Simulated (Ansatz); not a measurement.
Computed with Ansatz on PBE0-D4/def2-TZVP structures; ΔE is electronic, products minus reactants. CCSD(T)/CBS is the MP2 limit (def2-TZVPP, def2-QZVPP) plus CCSD(T) − MP2 in def2-TZVPP, frozen cores. DFT in def2-TZVPP. def2 core potentials past Kr. For Ge, W outer-core shells are correlated without core-valence functions, which leaves a few kJ/mol of doubt a bond. Scalar relativity is left out up to krypton. Each species was taken in one conformer, which may not be the lowest.

Reaction (formal exchange of groups at a C–O bond): `C[O][W](=[NH])(=[NH])[O]C` + `[NH2][GeH2][F]` → `[CH3][GeH]([NH2])[F]` + `C[O][W](=[NH])(=[NH])[OH]`

`C[O][W](=[NH])(=[NH])[O]C`:

Cartesian coordinates in Å:
```
C -1.731 -1.359 1.880
O -1.234 -0.325 1.074
W 0.397 0.043 0.207
N 1.495 -1.287 0.525
N 1.031 1.567 0.801
O 0.142 0.200 -1.652
C 0.342 1.205 -2.610
H -2.730 -1.635 1.531
H -1.083 -2.240 1.844
H -1.807 -1.015 2.917
H 2.341 -1.742 0.824
H 1.664 2.186 1.280
H 0.520 2.176 -2.137
H 1.200 0.952 -3.239
H -0.547 1.275 -3.244
```

`[NH2][GeH2][F]`:

```xyz
7

N    -0.424   -1.018   -0.344
Ge    0.449    0.514    0.071
F    -0.541    1.572    1.056
H    -0.638   -1.632    0.427
H    -1.235   -0.921   -0.938
H     0.724    1.303   -1.211
H     1.665    0.183    0.939
```

`[CH3][GeH]([NH2])[F]`:

```xyz
10

C     1.440   -0.349   -0.013
Ge   -0.412   -0.130   -0.515
N    -1.416    0.293    0.939
F    -0.428    1.182   -1.684
H     2.044   -0.550   -0.897
H     1.804    0.566    0.456
H     1.546   -1.175    0.691
H    -1.083   -1.304   -1.242
H    -2.407    0.394    0.775
H    -1.087    1.072    1.490
```

`C[O][W](=[NH])(=[NH])[OH]`:

Cartesian coordinates in Å:
```
C 0.975 -0.528 -1.894
O 0.339 -0.869 -0.691
W -0.482 0.080 0.708
N 0.265 -0.393 2.221
N -0.297 1.791 0.380
O -2.349 -0.295 0.799
H 2.044 -0.751 -1.821
H 0.845 0.533 -2.127
H 0.548 -1.126 -2.705
H 0.802 -0.307 3.067
H -0.006 2.736 0.575
H -2.685 -0.872 1.487
```

```json
{"level": "LDA (SPW92)", "ΔE (kJ/mol)": "-86.4"}
{"level": "PBE-D4", "ΔE (kJ/mol)": "-87.5"}
{"level": "r2SCAN0-D4", "ΔE (kJ/mol)": "-92.7"}
{"level": "ωB97X-V", "ΔE (kJ/mol)": "-87.3"}
{"level": "r2SCAN", "ΔE (kJ/mol)": "-91.3"}
{"level": "r2SCANh", "ΔE (kJ/mol)": "-92.1"}
{"level": "HF/def2-SVP", "ΔE (kJ/mol)": "-64.7"}
{"level": "CCSD/def2-SVP", "ΔE (kJ/mol)": "-68.2"}
```

**Question.** What does CCSD(T)/CBS give? (Best estimate.)

**Answer.** Computed: -95.0 kJ/mol. The listed levels differ from it by 8.6, 7.5, 2.3, 7.7, 3.7, 2.9, 30.3, 26.8 kJ/mol.

Largest T1 diagnostic among the species: 0.020.

In def2-TZVPP, CCSD(T) changes the Hartree–Fock value by −12.0 kJ/mol (the triples alone add +0.4 kJ/mol) and MP2 by −17.2 kJ/mol. From BLYP to BHLYP (50 % exact exchange), in def2-TZVPP and without D4, ΔE moves by −3.2 kJ/mol. At CCSD(T), def2-SVP lies +28.2 kJ/mol from the extrapolated value and def2-TZVPP +3.9 kJ/mol.
